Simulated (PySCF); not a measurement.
W(O)2(SH)2 (H₂O₂S₂W), SMILES [O]=[W](=[O])([SH])[SH], multiplicity 1.

Geometry: B3LYP-D3(BJ)/def2-SVP. The multiplicity is an assumed one; no other spin state was optimised. The structure was generated by enumeration; whether it is a known compound was not checked. The def2 effective core potentials stand for the cores of W; spin–orbit coupling is left out. One conformer was computed; it need not be the lowest.

These are ωB97X/def2-TZVP (PySCF) values and carry that method's errors.

The total energy is -1015.36783 hartree. The point group is C2 and the highest occupied level comes out as -10.45 eV. The lowest empty level is -0.96 eV and the orbital gap is 9.49 eV. The dipole moment is 2.84 D. The quadrupole, principal values (traceless, Buckingham form, about the centre of nuclear charge) is -4.67, -3.21, 7.88 D·Å and the mean static polarisability is 82.9 bohr³ (12.29 Å³). The polarisability, principal values comes out as 71.7, 75.9, 101.1 bohr³.
